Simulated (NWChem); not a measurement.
# ZnNH3S; SMILES [Zn]([SH])[NH2]

```xyz
6

Zn     0.2323    -0.2840     0.0076
N      0.4194    -2.0889    -0.0005
H      0.1399    -2.5997    -0.8337
H      0.0930    -2.6125     0.8073
S      0.2024     1.8896     0.0174
H     -1.1482     1.9464    -0.0204
```
Atoms are numbered in this order, from 1.

Level: PBE0/def2-SVP (NWChem), optimised geometry, unscaled harmonic frequencies. 

Task: List the harmonic frequencies with IR intensities, and the thermochemistry.

Result: 
| frequency (cm⁻¹) | IR intensity (km/mol) |
|---|---|
| 121 | 4.1 |
| 123 | 8.8 |
| 164 | 0.3 |
| 353 | 120.2 |
| 390 | 61.0 |
| 635 | 4.4 |
| 695 | 57.0 |
| 724 | 28.7 |
| 1535 | 9.5 |
| 2708 | 1.7 |
| 3580 | 8.5 |
| 3673 | 13.8 |

| Property | Result |
|---|---|
| zero-point energy | 21.0 kcal/mol |
| thermal correction to the enthalpy at 298.15 K (with zero-point energy) | 25.3 kcal/mol |
| heat capacity Cv | 17.4 cal/(mol K) |
| entropy at 298.15 K and 1 atm (symmetry number 1) | 75.2 cal/(mol K) |
| dipole moment | 2.51 D |

Rigid rotor and harmonic oscillator.
